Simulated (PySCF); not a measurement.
Highest occupied level (eV) of eight silicon and germanium compounds: PBE beside ωB97X, computed with PySCF for isolated molecules in the bases named; differences from unrounded values. The eight are the first of their class met in an unordered collection, after screening for sound electronic states; none was chosen by its value. Each molecule has one DFT geometry for both levels.

| molecule | basis | ωB97X | PBE | difference |
|---|---|---|---|---|
| C2H6F2OSi, SMILES O[SiH](CF)CF | def2-TZVP | -10.64 | -6.65 | 3.98 |
| CH6ClFSi2, SMILES C([Si@@H](Cl)F)[SiH3] | def2-TZVP | -11.33 | -7.60 | 3.73 |
| CH6S3Si, SMILES C[Si](S)(S)S | def2-TZVP | -9.75 | -6.17 | 3.58 |
| C₃H₈Si₂, SMILES C(#C)[Si@H]([SiH3])C | def2-TZVP | -9.91 | -6.54 | 3.38 |
| C2H5NO2Si, SMILES C(=O)/N=C/O[SiH3] | def2-TZVP | -10.29 | -6.17 | 4.12 |
| C3H10OSi2, SMILES C([SiH2]CO[SiH3])=C | def2-TZVP | -10.12 | … | … |
| CH11NSi4, SMILES C(/[SiH]([SiH3])[SiH3])=N/[SiH3] | def2-TZVP | -8.90 | … | … |
| C₂H₄O₃Si, SMILES C#C[Si](O)(O)O | def2-TZVP | -10.90 | … | … |

Q: Fill in the missing entries. (Estimate from the structure and the level; the computed values follow.)

A: 
- C₂H₄O₃Si, SMILES C#C[Si](O)(O)O, PBE: -7.13
- C₂H₄O₃Si, SMILES C#C[Si](O)(O)O, difference: 3.77
- CH11NSi4, SMILES C(/[SiH]([SiH3])[SiH3])=N/[SiH3], PBE: -5.36
- CH11NSi4, SMILES C(/[SiH]([SiH3])[SiH3])=N/[SiH3], difference: 3.55
- C3H10OSi2, SMILES C([SiH2]CO[SiH3])=C, PBE: -6.57
- C3H10OSi2, SMILES C([SiH2]CO[SiH3])=C, difference: 3.55

PBE lies below ωB97X in 0 and above it in 8 of the eight; the mean signed difference is 3.71 and the largest 4.12 eV.
